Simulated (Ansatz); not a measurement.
Input file for Ansatz (an electronic-structure program): R-wB97X-V/def2-TZVPPD on C2H7NO2 (a complex). Files ending in .json are basis or fitting sets from the Basis Set Exchange.

Ansatz 0.2 input:
```yaml
crystal:
  periodic: [false, false, false]
  atoms:
    - {symbol: C, position_ang: [0.19514320, 0.64616053, 0.15493860]}
    - {symbol: N, position_ang: [-0.56010423, -0.44249955, 0.79306772]}
    - {symbol: H, position_ang: [0.98551637, 0.95849630, 0.83591643]}
    - {symbol: H, position_ang: [-0.46975874, 1.49362859, -0.01173294]}
    - {symbol: H, position_ang: [0.64670163, 0.36390524, -0.80059178]}
    - {symbol: H, position_ang: [0.05626637, -1.22401419, 0.99038360]}
    - {symbol: H, position_ang: [-1.30299013, -0.77823828, 0.19093149]}
    - {symbol: O, position_ang: [1.19810856, -0.13326632, 3.36729551]}
    - {symbol: C, position_ang: [0.18162221, 0.24825927, 3.89875072]}
    - {symbol: O, position_ang: [-1.00296879, 0.35439816, 3.32395598]}
    - {symbol: H, position_ang: [0.13697475, 0.55812391, 4.95368712]}
    - {symbol: H, position_ang: [-0.92831945, 0.04879361, 2.35152078]}
basis:
  gaussian:
    orbitals: def2-TZVPPD.json
hamiltonian:
  xc: {name: wB97X-V}
scf: {lower_state_search: off}
```

The head of its log:

```
WARN ansatz: RAYON_NUM_THREADS=1 ignored (pool sized by the plan → 1); use --threads N
Functional definition: wB97X-V
these checks for a lower state are left out or cut short: stability, starts, cluster_reference, orbital_swaps, neighbouring_geometries, increment
integrals: 0.33 GiB planned
1308 factors; their error is unknown
integrals: 0.36 GiB planned
419 factors; integrals over basis functions are off by at most 2.0e-5 eV
mean field: 1.98 GiB planned
mean field evaluation 1: about -7766.8675 eV, gradient 6.3e1 eV
mean field evaluation 2: about -7767.0448 eV, gradient 6.4e1 eV
```

Problem. Predict the final total energy.

Solution. -285.6717 hartree.
